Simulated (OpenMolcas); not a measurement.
# Au I: effect of correlating more closed shells

```json
{"Program": "OpenMolcas", "Basis": "ANO-RCC-VTZP [8s7p5d3f1g]", "Scalar Hamiltonian": "DKH2, point nucleus", "Active space": "11 electrons in 6 orbitals (5d 6s)", "State averaging": "2S+1 = 2 even, 6 roots", "Spin-orbit coupling": "RASSI with atomic mean-field integrals over the reference wave functions, term energies averaged over their components"}
```

Methods on the same reference wave functions:
A. CASSCF
B. SS-CASPT2, IPEA 0.25 Eh, imaginary shift 0.1 Eh (closed shells correlated: none)
C. SS-CASPT2, IPEA 0.25 Eh, imaginary shift 0.1 Eh (closed shells correlated: 5s 5p)

Energies in cm⁻¹ above 5d¹⁰ 6s ²S_1/2, the measured ground level; measured values from NIST Handbook of Basic Atomic Spectroscopic Data.

```json
{"Level": "5d¹⁰ 6s ²S_1/2", "A": "0.0", "B": "0.0", "C": "0.0", "Measured": "0.0"}
{"Level": "5d⁹ 6s² ²D_5/2", "A": "5330", "B": "10040", "C": "6650", "Measured": "9161"}
{"Level": "5d⁹ 6s² ²D_3/2", "A": "17566", "B": "22280", "C": "18890", "Measured": "21435"}
```

Deviations, from unrounded energies. A percentage is the sum of absolute deviations over the sum of measured energies, with the sign that they share, or ± where signs differ.

```tsv
Against measurement	Levels	A	B	C
mean absolute deviation (cm-1)	2	3900	860	2500
other configurations (%)	2	-25.2	+5.7	-16.5
```

B lies closest to measurement on these levels and A furthest from it. The largest miss of B in the table is 5d⁹ 6s² ²D_5/2, by +880 cm-1. The ranking rests on the paired levels alone, and a cruder setting can come out closer through cancelling errors.

Between B and C the level of the table that moves most is 5d⁹ 6s² ²D_5/2, by 3400 cm-1 (lowest in C, highest in B). Moves below CASPT2's spread within the term are not significant.

The lowest spin-free term lies below A's lowest term by 0.387 hartree in B, 0.600 hartree in C.

What an inner shell adds also hangs on whether the basis holds functions to correlate it.

CASPT2 does not keep the components of a term degenerate, so their means are used; among the terms shown or strongly mixed into the levels shown the widest spread is 370 cm-1 (5d⁹ 6s² ²D, B). A single d shell beside an s shell can misplace configurations of different d count against each other. Without dynamic correlation excited terms often stand tens of per cent too high (terms of higher spin than the ground term too low), and those without a measured partner can miss by more than the paired ones (holds for A). Measured partners are found by configuration, term and J. A level has none where our copy of the source lacks it or the pairing is in doubt (some pairs that miss far off the trend of their configuration count as doubtful), and it then counts in no deviation. Levels of configurations outside the active space are missing.
